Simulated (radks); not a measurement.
Spherical quantum dot in the effective-mass picture: electrons in a hard-walled sphere of radius 5.22, all in effective atomic units (hartree* = m*/eps^2 hartree, bohr* = eps/m* bohr), one dielectric constant everywhere. Method: non-relativistic Kohn-Sham, PBEsol, spin-polarised, spherical densities; computed with a radial shooting solver with Libxc functionals. Levels are named by radial order and angular momentum (1s, 1p, 1d, 2s, ...), and open shells are averaged over m. Results are scaled to m* = 0.062 and eps = 9.3, for which hartree* = 19.51 meV and bohr* = 7.938 nm.

N = 25, configuration 1s2 1p6 1d10 1f(up 7, down 0). This is the lowest configuration that the search found. Occupied levels:

| level | occupation | eigenvalue (meV) | <r> (nm) |
|---|---|---|---|
| 1s up | 1 | 117.89 | 29.65 |
| 1s down | 1 | 118.90 | 29.42 |
| 1p up | 3 | 119.48 | 30.24 |
| 1p down | 3 | 120.52 | 30.09 |
| 1d up | 5 | 122.40 | 30.86 |
| 1d down | 5 | 123.49 | 30.76 |
| 1f up | 7 | 126.53 | 31.44 |

Energy (meV): total 1660.00, kinetic 364.91, external 0, Hartree 1462.6, exchange-correlation -167.48.
